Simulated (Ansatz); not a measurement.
Consider the hydrogen abstraction from the Sn–H bond: `C#[C][SnH2][F]` + `[OH]`• → `C#[C][SnH][F]`• + H₂O.

Gas-phase electronic energies from Ansatz, PBE0-D4/def2-TZVP geometries. CBS: MP2 limit from def2 TZ/QZ plus the TZ coupled-cluster correction, frozen cores. This one scheme is used for every species. Functionals use def2-TZVPP. B3LYP here is the variant with VWN-RPA as its local correlation; programs differ in this. Open shells (•) are unrestricted, without spin–orbit coupling. def2 core potentials past Kr. For Sn outer-core shells are correlated without core-valence functions, which leaves a few kJ/mol of doubt a bond.

CCSD(T)/CBS gives -189.0 kJ/mol.

Task: Another level gave -187.2 kJ/mol. Which?
A. r2SCAN0/def2-TZVPP
B. BHLYP/def2-TZVPP
C. B3LYP/def2-TZVPP
D. r2SCANh/def2-TZVPP

Result: D. r2SCANh -187.2, r2SCAN0 -179.5, BHLYP -165.2, B3LYP -192.0 kJ/mol.

Largest T1 diagnostic among the species: 0.018.

In def2-TZVPP, CCSD(T) changes the Hartree–Fock value by −70.2 kJ/mol (the triples alone add −6.5 kJ/mol) and MP2 by −93.2 kJ/mol. At CCSD(T), def2-SVP lies +24.5 kJ/mol from the extrapolated value and def2-TZVPP +9.2 kJ/mol. From BLYP to BHLYP (50 % exact exchange), in def2-TZVPP and without D4, ΔE moves by +40.6 kJ/mol.
